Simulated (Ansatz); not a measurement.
CH5B (SMILES BC), charge 0, multiplicity 1, relaxed at each level with Ansatz (a quantum-chemistry and plane-wave program); harmonic frequencies from differences of analytic forces, average atomic masses, frozen cores.

Task: Give the equilibrium geometry, the harmonic frequencies and the zero-point energy at B3LYP/def2-TZVPP.

Result: 
(charge 0, multiplicity 1):
```xyz
7

B     -0.453    -0.737     0.100
H     -0.041    -1.622     0.786
H     -1.542    -0.856    -0.374
C      0.368     0.564    -0.104
H      0.055     1.214     0.730
H      0.136     1.118    -1.014
H      1.447     0.449     0.000
```
Frequencies (cm⁻¹): 159, 564, 689, 974, 1068, 1093, 1257, 1329, 1429, 1478, 2574, 2642, 2961, 3061, 3108. Zero-point energy 34.86 kcal/mol.

Task: Give the equilibrium geometry, the harmonic frequencies and the zero-point energy at CCSD(T)/cc-pVDZ.

Result: 
(charge 0, multiplicity 1):
```xyz
7

B     -0.45768    -0.74616     0.09957
H     -0.03789    -1.64305     0.80024
H     -1.56552    -0.86359    -0.38047
C      0.37531     0.57420    -0.10652
H      0.05034     1.22392     0.74285
H      0.13690     1.13211    -1.03016
H      1.46859     0.45263    -0.00089
```
Frequencies (cm⁻¹): 169, 549, 678, 971, 1063, 1090, 1254, 1326, 1422, 1468, 2580, 2653, 2991, 3099, 3153. Zero-point energy 34.98 kcal/mol.
